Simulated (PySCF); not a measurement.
C₃H₈Si₂, SMILES C1([SiH2][SiH2]C1)=C.

Coordinates come from a TPSSh-D3(BJ)/def2-SVP optimisation. The structure was generated by enumeration, and PubChem lists no compound with its InChIKey, so it may never have been made.

Method: B3LYP/def2-TZVP (PySCF).

The molecule is in vacuum.

Computed frontier levels, gap, dipole moment and polarisability:
- highest occupied level: -7.03 eV
- lowest empty level: -0.87 eV
- orbital gap: 6.17 eV
- dipole moment: 0.34 D
- quadrupole, principal values (traceless, Buckingham form, about the centre of nuclear charge): -3.05, 0.94, 2.11 D·Å
- mean static polarisability: 93.1 bohr³ (13.79 Å³)
- polarisability, principal values: 73.0, 94.1, 112.1 bohr³
